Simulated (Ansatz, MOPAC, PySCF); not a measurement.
Noncovalent pair: C2H4Si (SMILES C#C[SiH3]) (first 7 atoms) with H2O (SMILES O); geometry from B3LYP-D3(BJ)/def2-TZVP, rigid monomers moved along the line of their centres of mass till C2···H10 is 3.34 Å.
(charge 0, multiplicity 1):
| atom | x (Å) | y (Å) | z (Å) |
|---|---|---|---|
| C | -1.5155 | 1.3785 | 0.7512 |
| C | -0.5633 | 0.7078 | 0.4358 |
| Si | 0.8795 | -0.3137 | -0.0554 |
| H | -2.3565 | 1.9734 | 1.0176 |
| H | 0.5357 | -1.7423 | 0.0640 |
| H | 1.2031 | 0.0114 | -1.4620 |
| H | 2.0292 | 0.0281 | 0.8051 |
| O | -0.0745 | -1.1030 | 4.0528 |
| H | 0.5106 | -0.4563 | 4.4607 |
| H | -0.6871 | -0.5798 | 3.5202 |

Interaction energies are E(AB) − E(A) − E(B) at the monomers' geometry in the complex; basis-set methods are counterpoise corrected. Rows marked so take none.

Rows in 3-21G carry no dispersion term and start afresh at each structure. The state reached by PM3 isn't checked.

Run with Ansatz (Gaussian orbitals); MOPAC for PM3 (differences of heats of formation); PySCF for 3-21G rows, the dispersion terms. Each number belongs to the level named beside it.

Task: One of these levels gives -1.20 kcal/mol for the interaction energy. Name it.
A. PM3
B. HF/3-21G (no counterpoise)
C. PBE/def2-TZVPPD
D. r2SCAN-D3(BJ)/def2-TZVPPD

Result: C, PBE/def2-TZVPPD. The others give -0.40 (PM3), -2.25 (HF/3-21G (no counterpoise)), -1.65 (r2SCAN-D3(BJ)/def2-TZVPPD)

Ansatz is a first-principles code.
